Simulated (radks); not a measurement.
Kinetic energies: the exact non-interacting value of the Kohn-Sham orbitals and orbital-free approximations, in hartree. Species: Ag+ [Kr] 4d10; Sr2+ [Kr]. All-electron calculation, non-relativistic Kohn-Sham, exchange-only LDA, spin-polarised, spherical densities, point nucleus. Program: a radial shooting solver on a logarithmic mesh with Libxc functionals. Every spin shell is full or empty, so the densities are truly spherical. Functionals are evaluated on that one density, not self-consistently.

| functional | Ag+ | Sr2+ |
|---|---|---|
| exact | 5190.33 | 3125.44 |
| Thomas-Fermi | 4910.5 | 2945.3 |
| TF + vW | 7109.7 | 4367.0 |
| TF + vW/9 | 5154.8 | 3103.2 |
| LC94 | 5193.7 | 3127.0 |
| revAPBEK | 5206.2 | 3135.7 |
| Perdew 92 | 5155.3 | 3103.5 |
| Thakkar | 5161.6 | 3110.1 |
| Pearson | 5141.5 | 3093.3 |
| LKT | 6208.6 | 3791.4 |
| PG1 | 5991.0 | 3651.0 |
| Ernzerhof | 5169.8 | 3113.5 |
